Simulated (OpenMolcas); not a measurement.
# Co3+, Rh3+, Ir3+: d6 down the group

| Quantity | Value |
| --- | --- |
| Program | OpenMolcas |
| Method | CASSCF |
| Basis | ANO-RCC-VTZP |
| Scalar Hamiltonian | DKH2, point nucleus |
| Spin-orbit coupling | RASSI with atomic mean-field integrals over the reference wave functions, term energies averaged over their components |

Active space for each ion: 6 electrons in 5 orbitals (d).

Computed levels in cm-1 above 5D4:

```tsv
Level	Co3+	Rh3+	Ir3+
5D3	654	1534	5901
5D2	1112	2451	6292
5D1	1407	3046	9154
5D0	1551	3331	9635
3H6	25905	20141	21129
3H5	26240	20623	21281
3P2(1)	28268	21372	22060
3F3(1)	30027	23488	25305
3P1(1)	30196	25764	39028
weight of 5D in the lowest level (%)	100	99	87
```

Mixed levels, with the weight of the term that names them: Ir3+ 5D2 (73 %), Ir3+ 3H5 (56 %), Ir3+ 3P2(1) (58 %), Ir3+ 3F3(1) (56 %), Ir3+ 3P1(1) (63 %).

Measured, with the error of the calculation in %. Measured levels: Co3+ from Sugar and Corliss, J. Phys. Chem. Ref. Data 10, 1097 (1981).

| Level | Co3+ |
| --- | --- |
| 5D3 | 639 (+2.3) |
| 5D2 | 1078 (+3.2) |
| 5D0 | 1494 (+3.8) |
| 3H6 | 23680 (+9.4) |
| 3H5 | 24032 (+9.2) |
| 3P2(1) | 22883 (+23.5) |
| 3F3(1) | 25736 (+16.7) |
| 3P1(1) | 24729 (+22.1) |

The fine-structure level 5D0 changes by a factor of 6.21 from Co3+ to Ir3+.

Without spin-orbit coupling 3H lies 25584, 19399, 17875 cm-1 above 5D in that order; the difference to the level 3H6, of either sign, comes from spin-orbit coupling, which also lowers the zero.

Without dynamic correlation excited terms often stand tens of per cent too high (terms of higher spin than the ground term too low), and those without a measured partner can miss by more than the paired ones. Terms from blocks run as CI alone lack orbitals of their own. Computed and measured levels are paired by configuration, term and J; levels that our copy of the source lacks, or whose pairing is in doubt (as where it misses far off the trend of its configuration), stay unpaired and out of the deviations. Only configurations of the active space appear.

A number in round brackets counts repeated terms of one configuration in the order of the reference energies.
